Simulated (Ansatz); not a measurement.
AlSi5, relaxed as a doublet with UKS r2SCAN-D4/def2-SVP in Ansatz, starting from the GFN2-xTB geometry. Force threshold 0.02 eV/Å.

The relaxation made no stability test and no search for a lower SCF solution. Another isomer (doublet) lies 2.07 eV lower at PBE0-D4/def2-TZVP; other spin states weren't run for this one.

Start:

```xyz
6

Al   -0.443   -0.486   -1.130
Si   -0.437    1.699   -2.103
Si    0.269    1.681    0.051
Si   -0.468   -2.691   -0.206
Si    0.254   -1.118    1.259
Si    0.824    0.915    2.129
```

```json
{"step": "1", "energy (eV)": "-45962.8400", "largest force component (eV/Å)": "0.604", "SCF passes": "60"}
{"step": "2", "energy (eV)": "-45962.9442", "largest force component (eV/Å)": "0.266", "SCF passes": "35"}
{"step": "3", "energy (eV)": "-45963.0446", "largest force component (eV/Å)": "0.479", "SCF passes": "42"}
{"step": "4", "energy (eV)": "-45963.0620", "largest force component (eV/Å)": "0.089", "SCF passes": "37"}
{"step": "5", "energy (eV)": "-45963.0785", "largest force component (eV/Å)": "0.142", "SCF passes": "40"}
{"step": "6", "energy (eV)": "-45963.1185", "largest force component (eV/Å)": "0.186", "SCF passes": "39"}
{"step": "7", "energy (eV)": "-45963.2441", "largest force component (eV/Å)": "0.298", "SCF passes": "70"}
{"step": "8", "energy (eV)": "-45963.3361", "largest force component (eV/Å)": "0.184", "SCF passes": "40"}
{"step": "9", "energy (eV)": "-45963.3500", "largest force component (eV/Å)": "0.198", "SCF passes": "42"}
{"step": "10", "energy (eV)": "-45963.3598", "largest force component (eV/Å)": "0.243", "SCF passes": "42"}
{"step": "11", "energy (eV)": "-45963.3769", "largest force component (eV/Å)": "0.140", "SCF passes": "38"}
{"step": "12", "energy (eV)": "-45963.3801", "largest force component (eV/Å)": "0.060", "SCF passes": "34"}
{"step": "13", "energy (eV)": "-45963.3805", "largest force component (eV/Å)": "0.043", "SCF passes": "30"}
{"step": "14", "energy (eV)": "-45963.3813", "largest force component (eV/Å)": "0.024", "SCF passes": "32"}
{"step": "15", "energy (eV)": "-45963.3814", "largest force component (eV/Å)": "0.008", "SCF passes": "23"}
```

Force components are those of the run's own axes.

End:

```
atom   x (Å)   y (Å)   z (Å)
 Al1  -1.078  -0.375  -0.900
 Si2  -0.201   1.622  -2.100
 Si3   0.596   1.360   0.006
 Si4  -0.260  -2.634  -0.255
 Si5   0.555  -0.941   1.009
 Si6   0.388   0.968   2.240
```

Bonds formed: Si3–Si5 (atoms count from 1).

No frequencies were taken in this run, so the end may be a saddle point.

It took 43 s on 4 threads of AMD EPYC 9B14 on a shared host.
